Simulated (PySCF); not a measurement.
Atoms are numbered as in `[CH3:1][O:2][C@H:3]1[O:4][CH:5]=[C:6]([F:7])[SiH2:8][O:9]1`. Hydrogens are named by the atom that carries them. Ha(Si8) is cis to O2 on the ring; Hb(Si8) is trans to O2 on the ring.

Method: geometry: GFN2-xTB, shielding tensors at PBE0/pcSseg-1 (GIAO), in PySCF 2.14 (non-relativistic Hamiltonian, single conformer, no solvent model, equivalent nuclei averaged).

**Question.** List the cross peaks expected in HSQC, COSY and HMBC spectra.

**Answer.** 

HSQC (one-bond C–H):
```csv
δH,δC
7.38 (H(C5)),150.5 (C5)
5.78 (H(C3)),110.6 (C3)
3.62 (H(C1)),55.9 (C1)
```

COSY cross peaks (H two or three bonds apart, from the bond graph; peaks can be absent where the dihedral angle is near 90°):
```csv
δH,δH
5.38 (Ha(Si8)),5.04 (Hb(Si8))
```

HMBC (two and three bonds, from the bond graph):
```csv
δH,δC
7.38 (H(C5)),"156.2 (C6), 110.6 (C3)"
5.78 (H(C3)),"150.5 (C5), 55.9 (C1)"
5.38 (Ha(Si8)),"156.2 (C6), 150.5 (C5), 110.6 (C3)"
5.04 (Hb(Si8)),"156.2 (C6), 150.5 (C5), 110.6 (C3)"
3.62 (H(C1)),110.6 (C3)
```

δ = σ(ref) − σ, references computed at the same level: ¹H, ¹³C vs TMS.

Short H···H contacts in this conformer between protons four or more bonds apart (candidates for NOE cross peaks, intensity ∝ r⁻⁶): H(C1)···H(C3) 2.43 Å.

Shifts are as computed. Against solution values, carbons near 30 ppm lie about +3 ppm off and those near 130 ppm about +5 ppm. Of 1309 compounds with measured shifts, 239 miss one by over three times the rms of a fit or turn the order of signals round; such compounds aren't used in these exercises.
